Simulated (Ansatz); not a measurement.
C2H3ClOSi can be A, `OC1=C[SiH]1Cl`, or B, `ClC1=CO[SiH2]1`.

Computed with Ansatz on PBE0-D4/def2-TZVP structures; ΔE is electronic, products minus reactants. CCSD(T)/CBS is the MP2 limit (def2-TZVPP, def2-QZVPP) plus CCSD(T) − MP2 in def2-TZVPP, frozen cores. DFT in def2-TZVPP. B3LYP here is the variant with VWN-RPA as its local correlation; programs differ in this. Each species was taken in one conformer, which may not be the lowest.

Problem. Which isomer does CCSD(T)/CBS put lower? Give the gap. (An estimate is asked.)

Solution. Ansatz gave: A, by 5.9 kcal/mol.

Problem. Give E(B) − E(A) in kcal/mol with PBE-D4, r2SCAN-D4, B3LYP-D4, CCSD(T)/def2-SVP, B2PLYP, CCSD/def2-TZVPP, B3LYP. (Estimate.)

Solution. Computed: PBE-D4 7.5, r2SCAN-D4 7.9, B3LYP-D4 6.1, CCSD(T)/def2-SVP 6.7, B2PLYP 5.9, CCSD/def2-TZVPP 5.4, B3LYP 6.4. None reverses the order clearly.

Problem. Does the order hold for the free energy at 298.15 K (harmonic terms from PBE0-D4)? (Estimate.)

Solution. Ansatz gave: Yes: G(B) − G(A) = +4.7 kcal/mol, for one conformer each.

Largest T1 diagnostic: 0.014.

At CCSD(T), def2-SVP lies +0.8 kcal/mol from the extrapolated value and def2-TZVPP −0.7 kcal/mol. Leaving LDA and LC-ωPBE aside and taking each functional with its dispersion term where it has one, the values, not all of them listed here, spread over 3.5 kcal/mol, from CAM-B3LYP-D4 to B97M-V. LDA lies −0.9 kcal/mol from PBE without D4.
